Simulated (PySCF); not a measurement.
## How methods differ on the ionisation energy of Os

Os [Xe] 4f14 5d6 6s2 (5D) → Os⁺ [Xe] 4f14 5d6 6s1 (6D), as a difference of total energies. Calculation: PySCF 2.14, in x2c-TZVPPall; scalar relativity by spin-free X2C-1e. Correlated levels: valence: [Xe] 4f14 frozen. The calculations carry no spin-orbit coupling.

Problem. Order these methods by the ionisation energy they give, lowest first.
A. MP2 (valence)
B. CCSD (valence)
C. CCSD(T) (valence)
D. SCS-MP2 (valence)

Solution. A (8.010 eV), B (8.041 eV), C (8.161 eV), D (8.219 eV).

A first-order spin-orbit estimate (lowest level to lowest level, LS coupling) adds -0.006 eV.

Errors of the correlated levels include the incompleteness of this basis and the frozen core.

For comparison: 8.438 eV (measured; NIST Atomic Spectra Database, ionization energies).
